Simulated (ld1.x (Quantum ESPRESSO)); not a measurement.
Which change was made? (H, TM)

```
Element                 : hydrogen (H)
Generator               : ld1.x (Quantum ESPRESSO) 7.5
Type                    : norm-conserving Troullier–Martins (Kleinman–Bylander form)
Functional              : PBE
Relativity              : scalar-relativistic
Frozen core             : none
Valence charge          : 1
Reference configuration : 1s1
Partial waves           : 1s (bound): rc 1.30 bohr; 2p channel at 0.2 Ry: rc 1.25 bohr
Local potential         : the p channel
Core correction         : none
```

Cutoffs, loose and tight: the cutoffs (Ry, on a coarse ladder) from which the occupation-weighted sum of valence levels, in a spherical-Bessel basis at the reference potential, stays within 10 and 1 mRy of its value at 400 Ry. They do not see the model core or the augmentation charge, which bear on the density cutoff. Test errors are all-electron minus pseudo excitation energies from the reference, over the configurations 1s0.5; variants that change the core or the reference have their own tests.

The base gives: outcome: generated; cutoff, loose: 18 Ry; cutoff, tight: 35 Ry; bound ghosts: none.

Task: After one change the result is: outcome: generated; cutoff, loose: 21 Ry; cutoff, tight: 40 Ry; bound ghosts: none. Which change was it?
A. all radii scaled by about 0.93 (s 1.20, p 1.16 bohr)
B. all radii scaled by about 1.28 (s 1.66, p 1.60 bohr)
C. all radii scaled by about 0.76 (s 0.98, p 0.96 bohr)

Result: A. The others give: all radii scaled by about 0.76 (s 0.98, p 0.96 bohr) → outcome: generated; cutoff, loose: 25 Ry; cutoff, tight: 50 Ry; bound ghosts: none | all radii scaled by about 1.28 (s 1.66, p 1.60 bohr) → outcome: generated; cutoff, loose: 15 Ry; cutoff, tight: 25 Ry; bound ghosts: none.
